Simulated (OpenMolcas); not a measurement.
Ionisation energies of zirconium

```json
{
  "Program": "OpenMolcas 26.06",
  "Basis": "ANO-R3 [8s6p5d3f2g1h]",
  "Scalar Hamiltonian": "X2C, finite nucleus",
  "Spin-orbit coupling": "RASSI with atomic mean-field integrals over the reference wave functions, term energies averaged over their components"
}
```

Active shells in each charge state: the valence d, s shells, with orbitals averaged over the low states. Where CASPT2's correlated closed shells are named, they are those of the first ion.

A. CASSCF
B. MS-CASPT2, IPEA 0.25 Eh, imaginary shift 0.1 Eh (closed shells correlated: 4s 4p)
C. SS-CASPT2, IPEA 0.25 Eh, imaginary shift 0.1 Eh (closed shells correlated: 4s 4p)
D. MS-CASPT2, IPEA 0 Eh, imaginary shift 0.1 Eh (closed shells correlated: 4s 4p)
E. MS-CASPT2, IPEA 0.25 Eh, imaginary shift 0.1 Eh (closed shells correlated: 3d 4s 4p)

Energies in eV between the lowest computed levels, named as in B; reference values from the NIST Atomic Spectra Database with their kind.

| From | To | A | B | C | D | E | Spin-orbit share in B | Reference |
| --- | --- | --- | --- | --- | --- | --- | --- | --- |
| Zr 4d² 5s² ³F₂ | Zr+ 4d² 5s ⁴F_3/2 | 5.273 | 6.385 | 6.385 | 6.542 | 6.392 | -0.014 | 6.634 (measured) |

Other lowest levels: A, Zr 4d³ 5s ⁵F₁ to 4d² 5s ⁴F_3/2.

Steps that some method lacks are left out, and so are those with a state whose active s or d shell is doubly occupied in every root (s and p with five to eight electrons, d10) over a frozen core shell of the same l, since the two then mix freely.

Error against the reference values, in %:

| From | Reference | A | B | C | D | E |
| --- | --- | --- | --- | --- | --- | --- |
| Zr | measured | -20.5 | -3.8 | -3.8 | -1.4 | -3.6 |

Absolute error against the one measured value: A 1.36 eV, B 0.25 eV, C 0.25 eV, D 0.09 eV, E 0.24 eV. D lies closest.

The lowest level within the active space need not be the ion's true ground level.
